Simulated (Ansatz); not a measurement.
System: ethenyl(trifluoro)silane, C2H3F3Si, net charge 0, singlet state. 
Structure (B3LYP-D3(BJ)/def2-TZVP (Ansatz, a program for electronic structure) minimum search):
```xyz
9

C      2.3802    -0.3727    -0.1325
C      1.3690     0.0526     0.6229
Si    -0.3607     0.0621     0.0347
F     -0.4527    -0.4910    -1.4463
F     -1.3024    -0.8316     0.9415
F     -0.9844     1.5176     0.0445
H      2.2277    -0.7374    -1.1416
H      3.4029    -0.3737     0.2275
H      1.5783     0.4080     1.6280
```

Basis-set convergence of Hartree-Fock and CCSD correlation energies (hartree) with Ansatz. Cores are frozen in the correlated levels unless marked. No spin-orbit coupling. Non-relativistic.

```tsv
basis	functions	E(HF)	E(corr, CCSD)
aug-cc-pV(D+d)Z	174	-664.98340	-1.00505
aug-cc-pV(T+d)Z	354	-665.11254	-1.22633
aug-cc-pV(Q+d)Z	627	-665.14394	-1.30389
```

Extrapolating the two largest sets (X = 3 and 4) as X^-3: E(corr) = (64·(-1.30389) - 27·(-1.22633))/37 = -1.3605 Eh, an estimate of the basis-set limit. The largest set recovers 95.8 % of it, the smallest 73.9 %.
